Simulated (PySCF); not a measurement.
**Atomic charges by several schemes**

Species: C2H13FSSi4.
Numbering: `[F:1][C@@H:2]([SiH3:3])[CH2:4][SiH2:5][SiH2:6][S:7][SiH3:8]` (hydrogens: H9 on C2; H10, H11, H12 on Si3; H13, H14 on C4; H15, H16 on Si5; H17, H18 on Si6; H19, H20, H21 on Si8)

Structure used (GFN2-xTB), in Å, numbered top down from 1:
```
atom  x, y, z in Å
F1    -0.934    1.237   -1.277
C2    -1.926    0.859   -0.360
Si3   -3.632    1.153   -1.198
C4    -1.676   -0.577    0.065
Si5    0.079   -0.841    0.779
Si6    1.651   -0.245   -0.812
S7     3.510   -1.316   -0.454
Si8    4.225   -0.518    1.386
H9    -1.775    1.528    0.496
H10   -3.716    2.559   -1.585
H11   -3.707    0.273   -2.362
H12   -4.651    0.811   -0.205
H13   -1.833   -1.234   -0.792
H14   -2.432   -0.837    0.806
H15    0.128   -2.240    1.231
H16    0.145   -0.017    2.003
H17    2.033    1.168   -0.804
H18    1.383   -0.656   -2.186
H19    5.468   -1.231    1.614
H20    4.428    0.919    1.235
H21    3.224   -0.777    2.417
```

Density: PBE0/pcSseg-1 (PySCF); schemes: Mulliken, IAO, Hirshfeld and ESP-fitted. One conformer (not necessarily the lowest) at the GFN2-xTB geometry, without solvent, vibrations or thermal averaging.

**Question.** Atoms with like bonding are taken together and averaged. At which atom do the 4 schemes differ most?

**Answer.** At C4: from -0.536 (Mulliken) to -0.167 e (Hirshfeld), 0.369 e apart.

**Question.** Which atoms carry the lowest charge in the Mulliken, IAO, Hirshfeld and ESP-fitted schemes?

**Answer.** The schemes don't all agree: Mulliken S7 (-0.540); IAO C4 (-0.533); Hirshfeld S7 (-0.197); ESP-fitted S7 (-0.392).

**Question.** For which atoms does the sign change between the 4 schemes (beyond +0.03 e in one, beyond −0.03 e in another)?

**Answer.** C2.

**Question.** Give the atomic charges in each scheme.

**Answer.** In e; atoms taken as equivalent share a row and are averaged (×n: the atom named and its like, n in all):

```tsv
atom	environment	Mulliken	IAO	Hirshfeld	ESP-fitted
F1	alkyl fluorine	-0.344	-0.333	-0.097	-0.238
C2	sp3 C–F carbon	-0.095	-0.075	-0.019	+0.079
Si3	SiH3 silicon	+0.517	+0.599	+0.316	+0.305
C4	sp3 carbon bound to silicon	-0.536	-0.533	-0.167	-0.359
Si5	SiH2 silicon	+0.336	+0.441	+0.241	+0.340
Si6	SiH2 silicon	+0.287	+0.404	+0.217	+0.208
S7	sulfur bonded to 2 Si	-0.540	-0.443	-0.197	-0.392
Si8	SiH3 silicon	+0.462	+0.547	+0.291	+0.347
H9	methine hydrogen	+0.139	+0.140	+0.039	+0.089
H10/H11/H12	Si–H hydrogen	-0.077	-0.111	-0.070	-0.072
H13	methylene hydrogen	+0.157	+0.148	+0.039	+0.120
H14	methylene hydrogen	+0.157	+0.159	+0.050	+0.123
H15	Si–H hydrogen	-0.030	-0.092	-0.071	-0.097
H16	Si–H hydrogen	-0.044	-0.104	-0.077	-0.094
H17	Si–H hydrogen	-0.019	-0.097	-0.073	-0.046
H18	Si–H hydrogen	-0.016	-0.080	-0.065	+0.006
H19/H20/H21	Si–H hydrogen	-0.066	-0.115	-0.072	-0.058
```

Mean size of the charges over all atoms: IAO 0.232 e, Mulliken 0.196 e, ESP-fitted 0.154 e, Hirshfeld 0.114 e. Each set sums to the total charge, 0, to within 0.001 e. The ESP scheme is a least-squares fit of atom-centred charges to the potential on four shells outside the van der Waals surface, with the total charge fixed.

Some averages cover members that differ in this geometry: H19/H20/H21, ESP-fitted -0.079 to -0.030; H19/H20/H21, IAO -0.127 to -0.098; H10/H11/H12, ESP-fitted -0.086 to -0.060 e.

**Question.** How many electrons does the Hirshfeld scheme count on F1?

**Answer.** Z − q = 9 − (-0.097) = 9.097.

**Question.** Sum the charges by element, for elements with more than one atom.

**Answer.** 
| element | atoms | Mulliken | IAO | Hirshfeld | ESP-fitted |
| --- | --- | --- | --- | --- | --- |
| C | 2 | -0.631 | -0.609 | -0.186 | -0.280 |
| Si | 4 | +1.602 | +1.991 | +1.065 | +1.200 |
| H | 13 | -0.087 | -0.606 | -0.585 | -0.290 |

**Question.** How closely do the schemes follow one another over all atoms?

**Answer.** Correlation coefficient and root-mean-square difference: Mulliken with IAO 0.98, 0.061 e; IAO with Hirshfeld 0.97, 0.158 e; IAO with ESP-fitted 0.97, 0.113 e; Mulliken with ESP-fitted 0.97, 0.091 e; Hirshfeld with ESP-fitted 0.93, 0.082 e; Mulliken with Hirshfeld 0.92, 0.146 e.
